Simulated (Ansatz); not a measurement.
Tetramethylammonium trifluoroacetate (C6H12F3NO2). Total charge 0; singlet. Geometry PBE0-D4/def2-SVP, basis def2-TZVP, Ansatz.

| run | HOMO (eV) | LUMO (eV) |
| --- | --- | --- |
| A | -4.89 | -1.06 |
| B | -4.77 | -0.93 |
| C | -5.23 | -0.49 |
| D | -6.55 | -0.24 |
| E | -5.86 | -0.21 |

**Question.** The runs used PBE, PBE0, r2SCAN, r2SCANh, revPBE. Estimate which is which.

**Answer.** A PBE (0 % exact exchange); B revPBE (0 % exact exchange); C r2SCAN (0 % exact exchange); D PBE0 (25 % exact exchange); E r2SCANh (10 % exact exchange). Exact exchange lowers occupied and raises empty levels; among semilocal functionals meta-GGAs tend to open the gap a little, and such runs are hard to tell apart. The gap grows from 3.83 eV (PBE) to 6.32 eV (PBE0).
